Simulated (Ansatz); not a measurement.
`[F][GeH2][F]` and `N#[C][GeH]([F])[F]` differ in one atom or group.

Ansatz, PBE0-D4/def2-TZVP geometries, multiplicity 1. 

Outer-core shells of Ge are correlated without core-valence functions. Scalar relativity is left out up to krypton. Spin–orbit coupling is left out.

| property | `[F][GeH2][F]` |
| --- | --- |
| HOMO–LUMO gap (B3LYP/def2-TZVPP) / eV | 9.52 |
| HOMO–LUMO gap (PBE/def2-TZVPP) / eV | 7.55 |
| LUMO energy (ωB97M-V/def2-TZVPP) / eV | 1.85 |
| vertical ionisation energy (CCSD(T)/def2-TZVPP) / eV | 13.03 |
| HOMO–LUMO gap (ωB97M-V/def2-TZVPP) / eV | 14.17 |
| LUMO energy (PBE/def2-TZVPP) / eV | -0.90 |

Problem. What does the change do to each property? (An estimate is asked.)

Solution. Ansatz gave: 
| property | `N#[C][GeH]([F])[F]` | shift |
| --- | --- | --- |
| HOMO–LUMO gap (B3LYP/def2-TZVPP) / eV | 8.68 | -0.84 |
| HOMO–LUMO gap (PBE/def2-TZVPP) / eV | 6.60 | -0.95 |
| LUMO energy (ωB97M-V/def2-TZVPP) / eV | 0.55 | -1.30 |
| vertical ionisation energy (CCSD(T)/def2-TZVPP) / eV | 13.63 | 0.60 |
| HOMO–LUMO gap (ωB97M-V/def2-TZVPP) / eV | 13.64 | -0.53 |
| LUMO energy (PBE/def2-TZVPP) / eV | -2.49 | -1.59 |

With PBE0 the HOMO falls by 0.72 eV and the LUMO falls by 1.54 eV, so the gap narrows by about 0.82 eV. PBE moves the HOMO by -0.65 eV and ωB97M-V by -0.77 eV.

B3LYP here is the variant with VWN-RPA as its local correlation; programs differ in this.
